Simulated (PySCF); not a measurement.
C₄H₇BO, SMILES C#CCB(C)O.

Geometry: B3LYP-D3(BJ)/def2-SVP. The structure was generated by enumeration, and PubChem lists no compound with its InChIKey, so it may never have been made. The values are those of a single conformer.

These are HF/def2-TZVP in PySCF values and carry that method's errors.

Isolated molecule, no solvent.

```
Item                                                                                                            Value
---------------------------------------------------------------------------------------------  ----------------------
total energy                                                                                       -255.20153 hartree
highest occupied level                                                                                      -10.48 eV
lowest empty level                                                                                            2.96 eV
orbital gap                                                                                                  13.45 eV
dipole moment                                                                                               0.231 e·Å
quadrupole, principal values (traceless, Buckingham form, about the centre of nuclear charge)  -8.08, -0.51, 8.59 D·Å
mean static polarisability                                                                       58.6 bohr³ (8.68 Å³)
polarisability, principal values                                                               44.1, 52.1, 79.5 bohr³
```
